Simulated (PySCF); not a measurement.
Two species compared at the same levels of theory.

First species: C3H10OSi4.
SMILES with atom numbers: `[CH2:1]=[CH:2][Si@H:3]1[SiH2:4][Si@H:5]([CH:6]=[O:7])[SiH2:8]1` (hydrogens: H9, H10 on C1; H11 on C2; H12 on Si3; H13, H14 on Si4; H15 on Si5; H16 on C6; H17, H18 on Si8)

Second species: C3H10OSi4.
SMILES: `C#C[Si@H]1[SiH2][Si@H](OC)[SiH2]1`

Levels: PBE0/pcSseg-1 for dipole moment, HOMO energy, LUMO energy and HOMO–LUMO gap; GFN2-xTB for rotational constant A and rotational constant C. Geometries: GFN2-xTB. Each structure is a single optimised conformer of the isolated species, non-relativistic unless stated. Electronic properties by PySCF.

Dipoles, sizes and rotational constants follow the conformer. The torsions of the flexible species, by atom-mapped SMILES:
- `[CH2:1]=[CH:2][Si@H:3]1[SiH2:4][Si@H:5]([CH:6]=[O:7])[SiH2:8]1`: C1–C2–Si3–Si4 130°, Si4–Si5–C6–O7 -46°
- `[CH:1]#[C:2][Si@H:3]1[SiH2:4][Si@H:5]([O:6][CH3:7])[SiH2:8]1`: Si4–Si5–O6–C7 71°

| property | column X | column Y |
| --- | --- | --- |
| dipole moment | 1.43 D | 1.76 D |
| HOMO energy | -7.12 eV | -6.85 eV |
| LUMO energy | -1.74 eV | -1.73 eV |
| HOMO–LUMO gap | 5.38 eV | 5.12 eV |
| rotational constant A | 1.991 GHz | 1.662 GHz |
| rotational constant C | 0.499 GHz | 0.594 GHz |

Problem. Which column belongs to which species?

Solution. Column X is the second species and column Y the first. The first has 18 atoms and 92 electrons, the second 18 and 92.

Problem. How does each property change from the first species to the second?

Solution. dipole moment -0.33 D; HOMO energy -0.27 eV; LUMO energy -0.01 eV; HOMO–LUMO gap +0.26 eV; rotational constant A +0.329 GHz; rotational constant C -0.095 GHz.

On the first: The dipole equals about 5.9 × 10⁻³⁰ C·m (1 D = 3.33564 × 10⁻³⁰ C·m).

On the second: In atomic units the dipole is 0.56 e·bohr (1 au = 2.5417 D). A dipole of 1.43 D is allowed in C1, and pure rotational transitions are dipole-allowed.
